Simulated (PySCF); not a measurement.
A species of formula C3H7BrGe has this rotational fingerprint, computed with PBE0-D3(BJ)/def2-SVP geometry optimisation, gas phase (PySCF 2.14.0):

* Rotational constants: A = 7035, B = 580.5, C = 553.5 MHz
* Dipole components: |μa| = 1.18 D, |μb| = 0.73 D, |μc| = 0.05 D
* Inertial defect: -29.47 u·Å²
* κ: -0.99

Problem. Which structure is it? (One computed conformer of each.)
A. `[Br:1][GeH2:2][CH:3]1[CH2:4][CH2:5]1` with Br1–Ge2–C3–C4 -38°
B. `[GeH3][C@@H]1C[C@H]1Br`

Solution. B. It is [GeH3][C@@H]1C[C@H]1Br, a near-prolate asymmetric top, point group C1. The candidates at the same level (rigid rotor, commonest isotopes):

| SMILES | A (MHz) | B (MHz) | C (MHz) | μa (D) | μb (D) | μc (D) | Δ (u·Å²) | point group | rotor |
| --- | --- | --- | --- | --- | --- | --- | --- | --- | --- |
| [GeH3][C@@H]1C[C@H]1Br | 7035 | 580.5 | 553.5 | 1.18 | 0.73 | 0.05 | -29.47 | C1 | near-prolate asymmetric top |
| [Br][GeH2][CH]1CC1 | 2838 | 1358 | 1003 | 2.28 | 0.66 | 0.01 | -46.07 | near Cs | asymmetric top |

`[Br][GeH2][CH]1CC1` has B 134 % too high. No structure here is proved a minimum.
